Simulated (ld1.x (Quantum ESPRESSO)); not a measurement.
# Pseudopotential generation for Fe (Z = 26): ultrasoft, BP86, fully relativistic.

ld1.x (Quantum ESPRESSO) 7.5 input, shortened:

```
&input
   title='Fe', zed=26., rel=2, dft='BP', iswitch=3,
   config='[Ar] 3d6 4s2 4p0', rel_dist='average'
 /
 &inputp
   pseudotype=3, tm=.true., lloc=-1, rcloc=1.54,
   nlcc=.true., new_core_ps=.true., rcore=1.30,
   which_augfun='PSQ', rmatch_augfun_nc=.true.
 /
6
3S  1  0   2.00   0.00  1.15  1.50  0.0
4S  2  0   2.00   0.00  1.15  1.50  0.0
3P  2  1   6.00   0.00  1.30  1.40  0.0
4P  3  1   0.00   0.00  1.30  1.40  0.0
3D  3  2   6.00   0.00  1.30  1.60  0.0
3D  3  2   0.00  -0.10  1.30  1.60  0.0
 &test
   configts(1)='3s2 3p6 3d6 4s2 4p0'
 /
```

Open shells are filled in proportion to 2j + 1 (rel_dist='average').

All-electron outer shells of the reference configuration (BP86, scalar-relativistic, ld1.x):

```tsv
shell	level (eV)	outermost node (bohr)	outermost maximum (bohr)
2s	-820.15	0.08	0.22
2p	-698.83	–	0.18
3s	-94.11	0.33	0.70
3p	-60.15	0.30	0.72
3d	-7.65	–	0.71
4s	-5.46	1.00	2.41
4p	-1.42	1.10	3.29
```

Question: Does the generator finish with these settings?

Answer: Yes, a potential is produced and its reference levels are reproduced.

Question: Is the overlap operator S = 1 + Σ q|β⟩⟨β| positive definite (Bessel basis up to 400 Ry)?

Answer: No: its lowest eigenvalue is -7.833, in the s channel, so the generalised eigenproblem breaks down once the basis is large enough.

Its largest configuration-test error is +50 meV (3s2 3p6 3d4 4s0 4p0). Test run stopped at test 6 of 7 (negative rho).

The ghost test of this file was not conclusive. Its overlap operator is not positive definite in a basis up to 400 Ry (lowest eigenvalue s -7.83), so the file is unfit for use: the generalised eigenproblem breaks down once the basis is large enough, and its test numbers describe a broken file.
